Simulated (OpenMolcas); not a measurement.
## Ag4+: moving or changing the point charges

Ag4+ among 4 point charges of -1 e arranged as a tetrahedron (Td), 1.95 Å from the ion.

```yaml
Program: OpenMolcas
Method: CASSCF
Basis: ANO-RCC-VDZP [6s5p3d1f]
Scalar_Hamiltonian: DKH2, point nucleus
Active_space: 7 electrons in 5 orbitals (4d)
State_averaging: 2S+1 = 4 even, 10 roots; 2S+1 = 2 even, 40 roots
Spin-orbit_coupling: state interaction with AMFI integrals over the reference wave functions
```

Runs around this geometry, states (labels of Td). Energies in cm-1 above the lowest state or level, χT in cm3 K/mol; 10Dq and B are least-squares fits to the states below 45000 cm-1, weighted by degeneracy, with a free offset, and given where the rms deviation is under 5 % of |10Dq| (or 100 cm-1) and under 700 cm-1; 10Dq is negative for this site.

| R (Å) | q (e) | Ground state | First state of that spin | 10Dq | B (rms of fit) | First gap with spin-orbit (degeneracies) | χT at 300 K | First state of another spin |
| --- | --- | --- | --- | --- | --- | --- | --- | --- |
| 1.95 | -0.65 | 4A2 | 4T2 915.4 | -888 | 1069 (15) | 599.9 (4, 4) | 4.941 | 2E 18125 |
| 1.86 | -1 | 4A2 | 4T2 1688 | -1633 | 1068 (22) | 1171 (4, 4) | 4.554 | 2E 18604 |
| 1.95 | -1 | 4A2 | 4T2 1371 | -1327 | 1069 (19) | 930.3 (4, 4) | 4.685 | 2E 18431 |
| 2.05 | -1 | 4A2 | 4T2 1097 | -1062 | 1069 (17) | 729.0 (4, 4) | 4.828 | 2E 18256 |

Taking |10Dq| as R^-n, n = -ln(1062 / 1633) / ln(2.05 / 1.86) = 4.4 between the shortest and longest distance. The point-charge formula for a cubic d site gives n = 5.

Scaling the charges by -0.65 / -1 = 0.65 scales |10Dq| by 888 / 1327 = 0.67; with fixed orbitals a first-order splitting would follow the charge.

Without dynamic correlation the repulsion within the d shell is too large (B by tens of per cent), so at a given field states of lower spin stand too high. The ground term spreads over less than 5000 cm-1, several times less than with real ligands, so orbital moments are less quenched and χT lies further from the spin-only value than at real sites. Spin-orbit coupling mixes the spin-free states strongly: the lowest level takes only 46 % from its leading state, 4A2 (figures for R = 1.95, q = -0.65; the like holds for R = 1.86, q = -1, R = 1.95, q = -1, R = 2.05, q = -1). This is an electrostatic model: the charges have no orbitals. No measured value stands beside these numbers.
